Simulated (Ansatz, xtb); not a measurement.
# ClGeH3NSi: where a starting geometry ends

The starting geometry of this gas-phase doublet was built from a drawn formula by distance geometry and a force field; its bonds are those of `Cl[Si]1[NH][GeH2]1`.

```xyz
7

Cl   -3.4400   -1.4576    1.6354
Ge   -0.9728    1.0459    0.7958
N    -0.4034   -0.7097    1.1859
Si   -1.9096   -0.9854    0.2842
H    -0.5569   -0.8715    2.2103
H     0.0013    1.6954   -0.2234
H    -1.4740    1.7095    2.1269
```

Question: Predict what becomes of its bonds when it is optimised with r2SCAN-D4/def2-SVP.

Answer: It keeps its bonds, and is `Cl[Si]1[NH][GeH2]1`.

The energy falls by 0.37 eV over 12 steps:

```csv
step,E − E(last) (eV)
1,0.369
2,0.164
3,0.099
5,0.031
6,0.018
7,0.007
8,0.001
10,0.000
11,0.000
12,0.000
```

Final geometry (Å):

```xyz
7

Cl   -3.6607   -1.7235    1.5022
Ge   -1.0281    1.1108    0.7741
N    -0.6317   -0.6659    1.3399
Si   -2.0178   -1.0051    0.3904
H    -0.1266   -1.0208    2.1496
H     0.0779    1.7131   -0.1092
H    -1.3684    2.0180    1.9681
```

From the same start GFN2-xTB ends elsewhere, at `Cl[Si][NH][GeH2]`.

No frequencies were run, so the end isn't proven a minimum. Open shells are spin-unrestricted. Run with Ansatz 0.2.0, 79 s on 2 threads of Arm Neoverse V2, on a shared host.
